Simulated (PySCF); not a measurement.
# Electron correlation in Cd²⁺ (cadmium, charge +2)

[Kr] 4d10, closed-shell 1S. Calculation: PySCF 2.14, in aug-cc-pwCVDZ-PP with ECP28MDF (6s6p5d3f, 70 functions); a scalar-relativistic core potential. Frozen: 4s2 4p6; 10 electrons correlated.

```tsv
level	correlation energy (mhartree)
CCSD	-326.44
(T)	-6.20
CCSD(T)	-332.64
```

Diagnostics: T1 = 0.0012, D1 = 0.0017, largest double amplitude 0.015.

Question: Is a single reference adequate?

Answer: Yes, within this model without spin-orbit coupling: T1 lies below 0.03 and no double amplitude reaches 0.07.
